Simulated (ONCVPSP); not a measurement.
# Sm (Z = 62), ONCV: configuration errors across variants

- Element: Sm
- Generator: ONCVPSP 4.0.1
- Type: optimised norm-conserving Vanderbilt (ONCV)
- Functional: PW91
- Relativity: fully relativistic
- Frozen core: [Kr] 4d10 4f5
- Valence charge: 11
- Reference configuration: 5s2 5p6 5d1 6s2
- Partial waves: 5s+6s: rc 2.50 bohr, ncon 4, nbas 7, qcut 5.3 1/bohr, 2 projectors; 5p: rc 2.70 bohr, ncon 4, nbas 7, qcut 4.6 1/bohr, 2 projectors, debl 2.9 Ha; 5d: rc 3.10 bohr, ncon 4, nbas 9, qcut 4.5 1/bohr, 3 projectors, debl 2.3 Ha
- Local potential: polynomial inside 2.35 bohr (lpopt 5, dvloc0 3 Ha)
- Core correction: Teter function, fcfact 5.75, rcfact 1.75

Open shells are filled in proportion to 2j + 1.

All-electron excitation energies from the reference (eV): (1) 5s2 5p6 5d1 6s1 6.499; (2) 5s2 5p6 5d1 6s0 18.292; (3) 5s2 5p5 5d1 6s2 31.105.

Errors AE − PS in meV (a dash: test not solved or not reliable):

```csv
change,(1),(2),(3),bound ghosts,GHOST(+) flags above zero
base,-4.4,-41,-222,none,none
s: qcut 3.1,-5.1,-47,-215,none,none
s: qcut 3.8,-4.8,-44,-217,none,none
s: qcut 4.3,-4.7,-43,-219,none,none
s: qcut 4.6,-4.6,-42,-220,none,none
s: qcut 5.8,-4.3,-40,-223,none,none
s: qcut 6.3,-4.0,-37,-224,none,none
s: qcut 6.8,-3.9,-36,-226,none,s
s: qcut 7.3,-3.9,-36,-227,none,s
```

(1) Give the same row for: s: qcut 8.

## Answers

(1) -3.8, -36, -228; bound ghosts: none; GHOST(+) flags above zero: s.
